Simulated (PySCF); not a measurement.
# Frontier orbitals and the lowest excitations

Species: C5H5FO2.
Cartesian coordinates in Å at the GFN2-xTB level; atoms count from 1:
```
atom  x, y, z in Å
O1     2.875   -1.310    0.221
C2     1.907   -0.595    0.193
O3     1.971    0.717    0.467
C4     0.545   -1.054   -0.144
C5    -0.493   -0.244   -0.189
C6    -1.058    1.090    0.023
C7    -1.933   -0.066   -0.398
F8    -2.802   -0.592    0.515
H9     2.885    0.961    0.686
H10    0.457   -2.109   -0.361
H11   -1.128    1.433    1.046
H12   -0.861    1.878   -0.688
H13   -2.369   -0.108   -1.389
```

Level of theory: PySCF 2.14.0, density-fitted response routines, TDDFT CAM-B3LYP/def2-SVPD, vertical, gas phase, core orbitals frozen in the response.

Frontier orbitals with the atoms that hold most of them (Löwdin shares over 4%, at most four atoms; ? is withheld):

```json
{"orbital": "HOMO-3", "ε (eV)": "-10.89", "atoms": "C6 28%, C5 18%, F8 14%, C7 13%"}
{"orbital": "HOMO-2", "ε (eV)": "-10.67", "atoms": "C7 21%, F8 19%, O1 17%, C6 13%"}
{"orbital": "HOMO-1", "ε (eV)": "-9.81", "atoms": "C4 31%, C5 28%, O1 15%, C6 6%"}
{"orbital": "HOMO", "ε (eV)": "?", "atoms": "?"}
{"orbital": "LUMO", "ε (eV)": "-0.79", "atoms": "?"}
{"orbital": "LUMO+1", "ε (eV)": "0.94", "atoms": "O3 34%, C2 17%, H9 15%, O1 8%"}
{"orbital": "LUMO+2", "ε (eV)": "1.50", "atoms": "C7 23%, H13 15%, O3 10%, H12 8%"}
```

Question: Give the leading atoms of the LUMO.

Answer: C5 (bonded to 3 C) 24%; C4 (bonded to 2 C and H) 18%; C2 (bonded to C and 2 O) 15%; O1 (bonded to C) 13%. By element: carbon 57% or more, oxygen 13% or more.

Question: Give the leading atoms of the HOMO.

Answer: O1 (bonded to C) 47%; C5 (bonded to 3 C) 9%; C4 (bonded to 2 C and H) 8%; O3 (bonded to C and H) 8%. By element: oxygen 55%, carbon 18% or more.

Question: What is the HOMO energy, and the HOMO–LUMO gap?

Answer: ε(HOMO) = -9.69 eV; the gap is 8.91 eV (0.3273 hartree).

Question: How does S1 compare with the orbital gap of 8.91 eV?

Answer: S1 is at 4.89 eV (f = 0.0000), 4.01 eV below the gap, made of HOMO→LUMO (85%). 

Question: One configuration dominates each of S1 and S7. Which, and how do the shares of the two leading atoms of either orbital change from the occupied to the empty one?

Answer: 
- S1 (4.89 eV, f 0.0000), HOMO→LUMO (85%): O1 47% → 13%, C5 9% → 24%, C4 8% → 18%
- S7 (8.02 eV, f 0.0065), HOMO-1→LUMO+1 (76%): C4 31% → at most 8%, C5 28% → at most 8%, O3 at most 7% → 34%, C2 at most 7% → 17%

One conformer stands for the species.
